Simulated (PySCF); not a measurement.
This PySCF input asks for the spin–spin couplings of cyclo-(H2GeSe)2; the geometry comes from PBE0-D3(BJ)/def2-SVP.

```python
import basis_set_exchange as bse
import numpy as np
from pyscf import gto, dft
from pyscf.data import nist
from pyscf.prop import ssc

atoms = """
Ge   -1.035256   -0.076123    1.125047
H    -1.079318   -1.153764    2.224126
H    -2.184118    0.932310    1.311694
Se    1.075703    0.996510    1.027260
Ge    1.069982    0.054256   -1.145844
H     1.106551    1.136185   -2.241051
H     2.221936   -0.949133   -1.340119
Se   -1.037241   -1.025901   -1.044814
"""
names = {"Ge": "pcSseg-1", "H": "pcJ-1", "Se": "pcSseg-1"}
basis = {el: gto.basis.parse(bse.get_basis(n, elements=[el], fmt="nwchem")) for el, n in names.items()}
mol = gto.M(atom=atoms, basis=basis, charge=0, verbose=0)
mf = dft.RKS(mol, xc="PBE")
mf.grids.level = 2
mf.grids.alignment = dft.numint.BLKSIZE   # the property module wants whole blocks of grid points
mf.conv_tol = 1e-9
mf.kernel()

sc = ssc.RKS(mf)
sc.with_fcsd = True   # Fermi contact and spin-dipole together
sc.max_cycle_cphf = 60
g = {"H": 5.58569468}   # nuclear g factors of 1H
sc.nuc_pair = [(i, j) for i in range(mol.natm) for j in range(i + 1, mol.natm)
               if mol.atom_pure_symbol(i) in g and mol.atom_pure_symbol(j) in g]
K = sc.kernel()
unit = nist.HARTREE2J / nist.PLANCK * (0.5 * nist.E_MASS / nist.PROTON_MASS) ** 2
for (i, j), k in zip(sc.nuc_pair, K):
    a, b = mol.atom_pure_symbol(i), mol.atom_pure_symbol(j)
    J = unit * g[a] * g[b] * np.trace(k) / 3
    if abs(J) >= 1:
        print("%s%d %s%d %8.1f Hz" % (a, i, b, j, J))
```

Task: What does it print?

Result: 
```
H1 H2     41.9 Hz
H1 H5      2.2 Hz
H1 H6     -1.3 Hz
H2 H5     -1.3 Hz
H2 H6      2.2 Hz
H5 H6     41.9 Hz
```

These numbers come from an equivalent density-fitted implementation of the same equations, which agrees with the script to about 0.1 Hz, so last digits may differ.

Size and cost of the density-fitted run: 204 basis functions, 100 s wall time (94 s CPU) on 1 thread of an Intel Xeon, shared host; peak memory 0.92 GiB.
